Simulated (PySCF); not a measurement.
Isomers of C6H18N2Si, from PBE0-D3(BJ)/def2-SVP geometry optimisation, gas phase (PySCF). One conformer each, no zero-point energy, no frequencies.

Task: Which isomer lies lowest at this level?
A. SiH2(NHiPr)2, `N(C(C)C)[SiH2]NC(C)C`: A = 3242, B = 529.5, C = 500.2 MHz, dipole 1.06 D
B. `[H][Si]([H])(N(C)CC)N(C)CC` (Si(NMeEt)2H2): A = 3020, B = 622.5, C = 591.5 MHz, dipole 0.85 D
C. `C(C)[Si](NC)(CC)NC` (SiEt2(NHMe)2): A = 1124, B = 1027, C = 972.2 MHz, dipole 0.26 D

Result: C. That is SiEt2(NHMe)2 (`CC[Si](CC)(NC)NC`), 10.9 kcal/mol below the next.

```tsv
SMILES	mapped SMILES	E (Eh)	relative (kcal/mol)	relative (kJ/mol)	dipole (D)
CC[Si](CC)(NC)NC	–	-637.66926	0.0	0.0	0.26
[H][Si]([H])(NC(C)C)NC(C)C	–	-637.65196	10.9	45.4	1.06
[H][Si]([H])(N(C)CC)N(C)CC	–	-637.63496	21.5	90.1	0.85
```
